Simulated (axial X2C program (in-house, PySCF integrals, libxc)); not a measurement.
Correcting the dissociation energy of GeS for spin–orbit coupling

A spin-free CCSD(T) curve (one-electron X2C) was computed with an in-house all-electron X2C program for linear molecules (integrals from PySCF), basis Ge dyall-cv3z [9s9p7d4f1g], S dyall-av3z [9s8p3d2f] (cores contracted in-house), for the state M_S = 0, Λ = 0 (closed shell). It gives D0 = 5.443 eV to Ge + S, which in a spin-free picture are the weighted means of the ground terms.

Correlated methods: 10 electrons correlated (number of frozen shells: Ge 3 s, 2 p, 1 d; S 2 s, 1 p), 234 virtual spin orbitals or spinors in MP2, 88 natural virtuals in coupled cluster.

Measured levels of the ground terms (NIST Handbook of Basic Atomic Spectroscopic Data), in cm⁻¹: Ge 3P: J = 0 at 0, J = 1 at 557.1, J = 2 at 1410; S 3P: J = 2 at 0, J = 1 at 396.1, J = 0 at 573.6.

The molecular state has Λ = 0, so it has no first-order lowering.

Task: How far does each ground level lie under the (2J+1)-weighted mean of its term?

Result: Ge: (1 × 0 + 3 × 557.1 + 5 × 1410)/9 = 969 cm⁻¹; S: (5 × 0 + 3 × 396.1 + 1 × 573.6)/9 = 196 cm⁻¹.

Task: Correct D0.

Result: D0 = 5.443 + (0 − 1165)/8065.5 = 5.299 eV at CCSD(T) with these spin–orbit terms.

Second-order spin–orbit effects in the molecule, which grow quickly with Z, are left out. One determinant describes the state; a PBE0 search over occupations chose it and may have missed a lower one. De is counted from the lowest determinant-based energies of the atoms at the same level, without counterpoise correction. Coupled cluster ran in a truncated set of natural virtual spinors; the MP2 energy of the rest was added. (T) has no such correction and the atoms are truncated less, which lowers De at CCSD(T) by a hundredth of an eV or more. With the outer-core shells frozen, correlated bond lengths of heavy atoms tend to come out a few hundredths of an ångström too long.
